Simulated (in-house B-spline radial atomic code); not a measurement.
**Removing one electron from W LXV (W64+)**

Closed shell [He] 2s2 2p6. Computed with an all-electron radial atomic-structure program (B-spline basis): Koopmans values of Dirac-Hartree-Fock plus a diagonal self-energy, in second order or with its direct term screened (direct RPA, with the hole-particle interaction, or full time-dependent Hartree-Fock), linearised in energy; no-pair Dirac-Coulomb Hamiltonian, finite nucleus. Shifts add to the Koopmans value (the ΔSCF shift is orbital relaxation alone); the final value takes TDHF screening with Breit and QED.

Command:
```bash
python run_mb.py task.json out
```
Settings (nuclear radius in fm, box in bohr, cutoff in hartree):
```
basis_form          2
Z                   74
core_configuration  [He] 2s2 2p6
rms_radius          5.3658
mass_number         184
speed_of_light      137.036
box_radius          2.141
lmax                7
intervals           56
virtual_cutoff      21904.0
```

Run time, properties included: 4.9 s on 1 thread of Arm Neoverse N1, on a shared host.

Energies in eV:

| subshell | Koopmans | ΔSCF shift | second order | direct RPA | hole-particle | TDHF | Breit + QED | final |
| --- | --- | --- | --- | --- | --- | --- | --- | --- |
| 2p3/2 | 15631.75 | -3.106 | ? | ? | ? | ? | ? | ? |
| 2p1/2 | 17037.52 | -4.318 | -2.523 | -2.229 | -2.390 | -2.416 | -41.665 | 16993.44 |
| 2s1/2 | 17517.12 | -2.638 | -3.395 | -3.087 | -3.269 | -3.294 | -43.010 | 17470.81 |

What does the self-energy do to 2p3/2?

It shifts the removal energy by -1.484 eV in second order, -1.292 with direct RPA, -1.401 with the hole-particle term and -1.418 with TDHF screening (quasi-particle weight 1.000); Breit and QED add -26.061 eV. The final value is 15604.28 eV, against 15566 ± 11 eV (NIST, semi-empirical).
